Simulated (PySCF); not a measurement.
**Distorted geometries of TaO(OH)3**

TaO(OH)3 (singlet). PySCF 2.14.0, RKS PBE, Ta def2-SVP with ECP60, O def2-SVP, H def2-SVP; non-relativistic Hamiltonian with scalar-relativistic core potentials where named; density fitting; no spin-orbit coupling. Relaxed geometry:

```xyz
8

Ta   -0.3400    0.0000    0.1743
O     0.5561    0.0000    1.6702
O     0.1506    1.5789   -0.8137
H     0.8015    2.2665   -0.5952
O    -2.2261    0.0000    0.5693
H    -2.6950    0.0000    1.4199
O     0.1506   -1.5789   -0.8137
H     0.8015   -2.2665   -0.5952
```

Q: Order these distorted geometries by energy above the relaxed one, lowest first.
A.
```xyz
8

Ta   -0.1419    0.3211    0.2218
O     0.5061   -0.1714    1.7249
O    -0.0233    1.4913   -1.0209
H     0.8987    2.2186   -0.5948
O    -2.0836    0.0673    0.5433
H    -2.8781   -0.2238    1.4176
O     0.1065   -1.5976   -0.6376
H     0.8146   -2.1055   -0.6385
```
B.
```xyz
8

Ta   -0.3644   -0.0115    0.2190
O     0.5994    0.0151    1.6628
O     0.1092    1.5654   -0.8392
H     0.7850    2.2344   -0.6269
O    -2.2136    0.0107    0.5570
H    -2.6763    0.0122    1.4322
O     0.1580   -1.5537   -0.7766
H     0.8016   -2.2726   -0.6125
```
C.
```xyz
8

Ta   -0.1962   -0.0666    0.0818
O     0.3669   -0.0379    1.6967
O    -0.0331    1.4803   -0.6614
H     0.9199    2.1612   -0.3516
O    -2.1603    0.0803    0.4427
H    -2.7382   -0.1062    1.1433
O     0.1723   -1.3067   -0.7371
H     0.8678   -2.2044   -0.5985
```

A: B (0.09 eV), A (5.68 eV), C (7.17 eV).

Q: Which forces (eV/Å) act in the one that lies 5.68 eV up?

A: 
```
Ta   -7.71 -15.07   4.05
O     3.25   1.36   3.60
O     6.42  11.83  -4.99
H    -3.47  -2.10  -2.45
O    -2.33  -0.28   3.03
H     4.11   1.22  -3.81
O    -6.25   7.11   0.19
H     5.98  -4.07   0.37
```
Forces carry noise of the integration grid, about 0.01 to 0.03 eV/Å.

No other spin state of this charge was computed.
